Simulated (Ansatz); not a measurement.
Ba₃⁺, 3 atoms. Hardware: 4 threads of Intel Xeon on a shared host.

In the def2 sets Ba takes a core potential; there is no spin–orbit coupling. Correlated methods freeze no core orbitals; core or outer-core shells of Ba are correlated, in sets that lack core-valence functions.

**Question.** How many basis functions does each of these Ansatz runs have, and roughly what does it cost? MP2/def2-TZVP, charge 1 quartet, energy, from earlier orbitals; ωB97X-V/def2-TZVP, charge 1 doublet, energy, from earlier orbitals; PBE with 50 % exact exchange/def2-TZVP, charge 1 quartet, energy, from earlier orbitals; BLYP/def2-TZVP, charge 1 quartet, energy, from earlier orbitals; PBE with 5 % exact exchange/def2-TZVP, charge 1 doublet, energy, from earlier orbitals; MP2/def2-TZVP, charge 1 doublet, energy, from earlier orbitals; PBE with 10 % exact exchange/def2-TZVP, charge 1 quartet, energy, from earlier orbitals; r2SCAN/def2-TZVP, charge 0 singlet at the geometry of the charge 1 doublet, energy, from earlier orbitals; RPA@PBE/def2-TZVP, charge 1 quartet, energy, from earlier orbitals; PBE with 5 % exact exchange/def2-TZVP, charge 1 quartet, energy, from earlier orbitals; r2SCAN/def2-TZVP, charge 1 quartet, relaxation, 4 steps; PBE/def2-SVP, charge 1 doublet, energy, from earlier orbitals.

**Answer.** Other jobs shared the machine, so times can vary by a factor of up to 3. A dash marks memory too small to be measured apart from the calling script's.

| run | functions | fitting or Cholesky vectors | wall time | peak host memory (GiB) |
| --- | --- | --- | --- | --- |
| MP2/def2-TZVP, charge 1 doublet, energy, from earlier orbitals | 120 | 747 | 2.7 s | – |
| r2SCAN/def2-TZVP, charge 0 singlet at the geometry of the charge 1 doublet, energy, from earlier orbitals | 120 | 861 | 4.5 s | – |
| MP2/def2-TZVP, charge 1 quartet, energy, from earlier orbitals | 120 | 745 | 5.5 s | – |
| RPA@PBE/def2-TZVP, charge 1 quartet, energy, from earlier orbitals | 120 | 745 | 7.5 s | – |
| PBE with 10 % exact exchange/def2-TZVP, charge 1 quartet, energy, from earlier orbitals | 120 | 861 | 10 s | – |
| PBE with 5 % exact exchange/def2-TZVP, charge 1 doublet, energy, from earlier orbitals | 120 | 861 | 10 s | – |
| PBE with 5 % exact exchange/def2-TZVP, charge 1 quartet, energy, from earlier orbitals | 120 | 861 | 11 s | – |
| PBE/def2-SVP, charge 1 doublet, energy, from earlier orbitals | 90 | 789 | 11 s | – |
| BLYP/def2-TZVP, charge 1 quartet, energy, from earlier orbitals | 120 | 861 | 11 s | – |
| PBE with 50 % exact exchange/def2-TZVP, charge 1 quartet, energy, from earlier orbitals | 120 | 954 | 12 s | – |
| r2SCAN/def2-TZVP, charge 1 quartet, relaxation, 4 steps | 120 | 861 | 28 s | – |
| ωB97X-V/def2-TZVP, charge 1 doublet, energy, from earlier orbitals | 120 | 861 | 72 s | 0.76 |
